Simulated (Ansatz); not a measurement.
Frontier orbitals of Cl6H2Si2Sn, SMILES `Cl[Si](Cl)(Cl)[SnH2][Si](Cl)(Cl)Cl`.

Z-matrix (Å, degrees):
```
Si
Cl 1 2.042
Cl 1 2.044 2 108.3
Cl 1 2.041 2 108.3 3 117.1
Sn 1 2.561 2 110.2 3 -122.2
Si 5 2.561 1 106.5 2 -58.3
H 5 1.702 1 109.9 2 -177.3
H 5 1.702 1 109.9 2 60.7
Cl 6 2.041 5 110.3 1 61.1
Cl 6 2.042 5 110.2 1 -58.4
Cl 6 2.044 5 111.5 1 -178.7
```

Total charge 0; spin multiplicity 1. Correlated methods include outer-core shells of Sn, which these sets cover unevenly. Sn takes the def2 core potential. The geometry is a stationary point of PBE0-D4/def2-TZVP. It is one conformer, not always the lowest. Basis def2-TZVPP, Ansatz.

Orbital energies of one run (eV). Highest occupied ones, from the top: -6.94, -7.49, -7.86, -7.94, -8.19, -8.19, -8.19, -8.39, -8.68, -8.78, -8.80, -8.86, -8.93, -9.66. Empty: -2.06, -1.66, -1.54, -1.48, -0.90, -0.42.

(1) Which functional gave them?
A. CAM-B3LYP
B. revPBE
C. r2SCANh
D. HSE06 (plane-wave form)

Answers

(1) B. HOMO energies: revPBE -6.94, HSE06 -7.72, CAM-B3LYP -9.30, r2SCANh -7.68 eV.
